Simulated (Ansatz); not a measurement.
Geometry optimisation, RKS PBE-D4/def2-SVP (Ansatz).

Input file:

```yaml
crystal:
  periodic: [false, false, false]
  atoms:
    - { symbol: Si, position_ang: [-1.2178, 1.4535, -0.8056] }
    - { symbol: C, position_ang: [-0.5229, 0.3118, 0.4158] }
    - { symbol: Ge, position_ang: [0.8703, -0.6974, -0.4509] }
    - { symbol: P, position_ang: [2.48279, 0.7451, -1.31479] }
    - { symbol: H, position_ang: [-1.8149, 0.7339, -1.9688] }
    - { symbol: H, position_ang: [-2.3416, 2.2797, -0.1711] }
    - { symbol: H, position_ang: [-0.2018, 2.4239, -1.2966] }
    - { symbol: H, position_ang: [-0.0649, 0.9023, 1.2656] }
    - { symbol: H, position_ang: [-1.2973, -0.3652, 0.8236] }
    - { symbol: H, position_ang: [0.27575, -1.4457, -1.68763] }
    - { symbol: H, position_ang: [1.51844, -1.6624, 0.5212] }
    - { symbol: H, position_ang: [2.54324, 1.49806, -0.00857] }
    - { symbol: H, position_ang: [1.46066, 1.65876, -1.789] }
basis:
  gaussian: { orbitals: def2-SVP }
hamiltonian:
  xc: pbe
  dispersion: d4
relax:
  f_tol: 0.015
  max_steps: 40
```

Command:

```bash
$ ansatz run input.yaml --threads 2 --pin off --max-ram 3072MiB --backend cpu --events-out ev --progress --plain --runs-dir out
```

**Question.** Where does it end, and by what steps?

**Answer.** It converged. After 6 steps the energy has fallen by 0.295 eV; H13 moved furthest, 0.40 Å.

```tsv
step	energy less start (eV)	largest force component (eV/Å)	accepted
0	0.0000	1.612	yes
1	-0.2464	0.765	yes
2	-0.2838	0.198	yes
3	-0.2901	0.123	yes
4	-0.2923	0.079	yes
5	-0.2940	0.041	yes
6	-0.2948	0.011	yes
```

```xyz
13
Properties=species:S:1:pos:R:3
Si -1.429 1.553 -0.778
C -0.541 0.345 0.374
Ge 0.930 -0.686 -0.459
P 2.702 0.632 -1.253
H -1.991 0.819 -1.967
H -2.563 2.243 -0.065
H -0.480 2.608 -1.281
H -0.120 0.896 1.242
H -1.275 -0.387 0.774
H 0.377 -1.504 -1.660
H 1.524 -1.677 0.583
H 2.735 1.437 -0.056
H 1.821 1.558 -1.921
```

Whether the end is a true minimum wasn't checked by a vibrational analysis.

Time of the run: 25 s on 2 threads of Arm Neoverse V1 (shared host), peak memory 0.18 GiB.
